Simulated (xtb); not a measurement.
xtb job for Nb(OH)2 (H2NbO2), SMILES [OH][Nb][OH] (connectivity only; charge and spin as stated), neutral, multiplicity 4, GFN2-xTB. 

```
$ xtb mol.xyz --gfn 2 --sp --chrg 0 --uhf 3 --json
$ cat mol.xyz
5

Nb     0.00000000     0.00000000     0.00000000
O      0.00000000     0.00000000     1.74811237
H      0.00000000     0.00000000     2.70892397
O      0.00000000     0.00000000    -1.74811237
H      0.00000000     0.00000000    -2.70892397
```

Log of the run:

```
[banner left out]
          |                Calculation Setup                |
           -------------------------------------------------



           -------------------------------------------------
          |                 G F N 2 - x T B                 |
           -------------------------------------------------

        Reference                      10.1021/acs.jctc.8b01176
      * Hamiltonian:
        H0-scaling (s, p, d)           1.850000    2.230000    2.230000
        zeta-weighting                 0.500000
      * Dispersion:
        s8                             2.700000
        a1                             0.520000
        a2                             5.000000
        s9                             5.000000
      * Repulsion:
        kExp                           1.500000    1.000000
        rExp                           1.000000
      * Coulomb:
        alpha                          2.000000
        third order                    shell-resolved
        anisotropic                    true
        a3                             3.000000
        a5                             4.000000
        cn-shift                       1.200000
        cn-exp                         4.000000
        max-rad                        5.000000


          ...................................................
          :                      SETUP                      :
          :.................................................:
          :  # basis functions                  20          :
          :  # atomic orbitals                  19          :
          :  # shells                            9          :
          :  # electrons                        19          :
          :  max. iterations                   250          :
          :  Hamiltonian                  GFN2-xTB          :
          :  restarted?                      false          :
          :  GBSA solvation                  false          :
          :  PC potential                    false          :
          :  electronic temp.          300.0000000     K    :
          :  accuracy                    1.0000000          :
          :  -> integral cutoff          0.2500000E+02      :
          :  -> integral neglect         0.1000000E-07      :
          :  -> SCF convergence          0.1000000E-05 Eh   :
          :  -> wf. convergence          0.1000000E-03 e    :
          :  Broyden damping             0.4000000          :
          :  net charge                          0          :
          :  unpaired electrons                  3          :
          ...................................................

 iter      E             dE          RMSdq      gap      omega  full diag
   1     17.9125569  0.179126E+02  0.494E+01    4.27       0.0  T
   2     -3.1272053 -0.210398E+02  0.632E+01    0.00       1.0  T
   3     -3.8875945 -0.760389E+00  0.413E+01    0.00       1.0  T
   4     -9.2137430 -0.532615E+01  0.384E+01    3.41       1.0  T
   5    -10.8544582 -0.164072E+01  0.107E+01    1.99       1.0  T
   6    -10.9934430 -0.138985E+00  0.171E+01    2.17       1.0  T
   7      2.5236170  0.135171E+02  0.533E+01    4.17       1.0  T
   8      5.9893456  0.346573E+01  0.504E+01    4.10       1.0  T
   9      0.6937337 -0.529561E+01  0.521E+01    4.33       1.0  T
  10     -8.6237084 -0.931744E+01  0.208E+01    0.67       1.0  T
  11     -9.3683903 -0.744682E+00  0.185E+01    1.25       1.0  T
  12     -9.3357623  0.326279E-01  0.165E+01    1.14       1.0  T
  13     -9.1767003  0.159062E+00  0.168E+01    0.95       1.0  T
  14     -9.1794766 -0.277636E-02  0.168E+01    0.94       1.0  T
  15     -9.9912845 -0.811808E+00  0.128E+01    1.44       1.0  T
  16    -10.2580085 -0.266724E+00  0.109E+01    1.59       1.0  T
  17      4.4523758  0.147104E+02  0.433E+01    5.22       1.0  T
  18      1.0242551 -0.342812E+01  0.340E+01    4.68       1.0  T
  19      2.2336907  0.120944E+01  0.344E+01    4.78       1.0  T
  20     -8.5957666 -0.108295E+02  0.202E+01    3.83       1.0  T
  21      1.1572217  0.975299E+01  0.465E+01    4.97       1.0  T
  22      0.0049668 -0.115225E+01  0.336E+01    4.55       1.0  T
  23    -10.9382868 -0.109433E+02  0.137E+01    2.76       1.0  T
  24    -11.0230311 -0.847443E-01  0.109E+01    2.51       1.0  T
  25    -10.7786959  0.244335E+00  0.117E+01    3.10       1.0  T
  26    -11.0148813 -0.236185E+00  0.216E+00    2.41       1.0  T
  27    -11.0150889 -0.207680E-03  0.391E+00    2.38       1.0  T
  28    -10.9769930  0.380960E-01  0.241E+00    2.31       1.0  T
  29    -11.0234476 -0.464546E-01  0.323E+00    2.43       1.0  T
  30    -11.0361429 -0.126953E-01  0.357E+00    2.51       1.0  T
  31    -11.0388756 -0.273267E-02  0.365E+00    2.55       1.0  T
  32    -11.0389613 -0.857157E-04  0.294E+00    2.56       1.0  T
  33    -11.0382939  0.667394E-03  0.199E+00    2.55       1.0  T
  34    -11.0374312  0.862691E-03  0.131E+00    2.55       1.0  T
  35    -11.0371613  0.269935E-03  0.993E-01    2.54       1.0  T
  36    -11.0373208 -0.159579E-03  0.831E-01    2.55       1.0  T
  37    -11.0378278 -0.506923E-03  0.717E-01    2.55       1.0  T
  38    -11.0386271 -0.799355E-03  0.590E-01    2.56       1.0  T
  39    -11.0392112 -0.584125E-03  0.468E-01    2.58       1.0  T
  40    -11.0394444 -0.233210E-03  0.372E-01    2.58       1.0  T
  41    -11.0395271 -0.826969E-04  0.307E-01    2.59       1.0  T
  42    -11.0395747 -0.475208E-04  0.257E-01    2.59       1.0  T
  43    -11.0396253 -0.506348E-04  0.200E-01    2.59       1.0  T
  44    -11.0396792 -0.539420E-04  0.133E-01    2.60       1.0  T
  45    -11.0397159 -0.366587E-04  0.712E-02    2.60       1.0  T
  46    -11.0397304 -0.144583E-04  0.296E-02    2.60       1.5  T
  47    -11.0397339 -0.357056E-05  0.698E-03    2.61       6.4  T
  48    -11.0397343 -0.347531E-06  0.135E-03    2.61      33.2  T
  49    -11.0397343 -0.427606E-09  0.632E-04    2.61      70.7  T
  50    -11.0397343 -0.553158E-11  0.135E-05    2.61    3302.6  T

   *** convergence criteria satisfied after 50 iterations ***

         #    Occupation            Energy/Eh            Energy/eV
      -------------------------------------------------------------
         1        2.0000           -0.7171085             -19.5135
       ...           ...                  ...                  ...
         5        2.0000           -0.4930749             -13.4173
         6        2.0000           -0.4930749             -13.4173
         7        2.0000           -0.4874062             -13.2630
         8        2.0000           -0.4874062             -13.2630
         9        1.0000           -0.4220298             -11.4840
        10        1.0000           -0.3450194              -9.3885
        11        1.0000           -0.3450194              -9.3885 (HOMO)
        12                         -0.2492214              -6.7817 (LUMO)
        13                         -0.2492214              -6.7817
        14                         -0.0056725              -0.1544
        15                         -0.0056725              -0.1544
        16                          0.0785768               2.1382
       ...                                ...                  ...
        19                          0.5935792              16.1521
      -------------------------------------------------------------
                  HL-Gap            0.0957980 Eh            2.6068 eV
             Fermi-level           -0.3757961 Eh          -10.2259 eV

 SCC (total)                   0 d,  0 h,  0 min,  0.005 sec
 SCC setup                      ...        0 min,  0.000 sec (  0.967%)
 Dispersion                     ...        0 min,  0.000 sec (  0.379%)
 classical contributions        ...        0 min,  0.000 sec (  0.177%)
 integral evaluation            ...        0 min,  0.000 sec (  6.250%)
 iterations                     ...        0 min,  0.004 sec ( 82.171%)
 molecular gradient             ...        0 min,  0.000 sec (  9.028%)
 printout                       ...        0 min,  0.000 sec (  0.895%)

         :::::::::::::::::::::::::::::::::::::::::::::::::::::
         ::                     SUMMARY                     ::
         :::::::::::::::::::::::::::::::::::::::::::::::::::::
         :: total energy             -10.977723430630 Eh    ::
         :: gradient norm              0.000052208316 Eh/a0 ::
         :: HOMO-LUMO gap              2.606794907190 eV    ::
         ::.................................................::
         :: SCC energy               -11.039735073620 Eh    ::
         :: -> isotropic ES            0.049048123003 Eh    ::
         :: -> anisotropic ES          0.002018902121 Eh    ::
         :: -> anisotropic XC         -0.001505516351 Eh    ::
         :: -> dispersion             -0.001847177025 Eh    ::
         :: repulsion energy           0.062011642990 Eh    ::
         :: add. restraining           0.000000000000 Eh    ::
         :: total charge               0.000000000000 e     ::
         :::::::::::::::::::::::::::::::::::::::::::::::::::::

           -------------------------------------------------
          |                Property Printout                |
           -------------------------------------------------

    * Orbital Energies and Occupations

         #    Occupation            Energy/Eh            Energy/eV
      -------------------------------------------------------------
         1        2.0000           -0.7171085             -19.5135
         2        2.0000           -0.7109245             -19.3452
         3        2.0000           -0.6010289             -16.3548
         4        2.0000           -0.5600569             -15.2399
         5        2.0000           -0.4930749             -13.4173
         6        2.0000           -0.4930749             -13.4173
         7        2.0000           -0.4874062             -13.2630
         8        2.0000           -0.4874062             -13.2630
         9        1.0000           -0.4220298             -11.4840
        10        1.0000           -0.3450194              -9.3885
        11        1.0000           -0.3450194              -9.3885 (HOMO)
        12                         -0.2492214              -6.7817 (LUMO)
        13                         -0.2492214              -6.7817
        14                         -0.0056725              -0.1544
        15                         -0.0056725              -0.1544
        16                          0.0785768               2.1382
        17                          0.0797518               2.1702
        18                          0.5647579              15.3678
        19                          0.5935792              16.1521
      -------------------------------------------------------------
                  HL-Gap            0.0957980 Eh            2.6068 eV
             Fermi-level           -0.3757961 Eh          -10.2259 eV

     #   Z          covCN         q      C6AA      α(0)
     1  41 Nb       1.479     0.132   563.049    49.670
     2   8 O        1.540    -0.385    20.647     6.130
     3   1 H        0.810     0.319     0.665     1.280
     4   8 O        1.540    -0.385    20.647     6.130
     5   1 H        0.810     0.319     0.665     1.280

 Mol. C6AA /au·bohr⁶  :       1141.439640
 Mol. C8AA /au·bohr⁸  :      98373.750350
 Mol. α(0) /au        :         64.490079


Wiberg/Mayer (AO) data.
largest (>0.10) Wiberg bond orders for each atom

 ---------------------------------------------------------------------------
     #   Z sym  total        # sym  WBO       # sym  WBO       # sym  WBO
 ---------------------------------------------------------------------------
     1  41 Nb   3.029 --     4 O    1.483     2 O    1.483
     2   8 O    2.438 --     1 Nb   1.483     3 H    0.861
     3   1 H    0.898 --     2 O    0.861
     4   8 O    2.438 --     1 Nb   1.483     5 H    0.861
Note: The following floating-point exceptions are signalling: IEEE_UNDERFLOW_FLAG IEEE_DENORMAL
normal termination of xtb
     5   1 H    0.898 --     4 O    0.861
 ---------------------------------------------------------------------------

Topologies differ in total number of bonds
Writing topology from bond orders to xtbtopo.mol

molecular dipole:
                 x           y           z       tot (Debye)
 q only:        0.000       0.000       0.000
   full:        0.000       0.000       0.000       0.000
molecular quadrupole (traceless):
                xx          xy          yy          xz          yz          zz
 q only:       -4.161       0.000      -4.161       0.000       0.000       8.323
  q+dip:       -5.751       0.000      -5.751       0.000       0.000      11.502
   full:       -6.236      -0.000      -6.236       0.000      -0.000      12.472


           -------------------------------------------------
          | TOTAL ENERGY              -10.977723430630 Eh   |
          | GRADIENT NORM               0.000052208316 Eh/α |
          | HOMO-LUMO GAP               2.606794907190 eV   |
           -------------------------------------------------

------------------------------------------------------------------------
------------------------------------------------------------------------
 total:
 SCF:
```

Self-consistency was reached.

Cost: roughly 0.020 core-seconds.
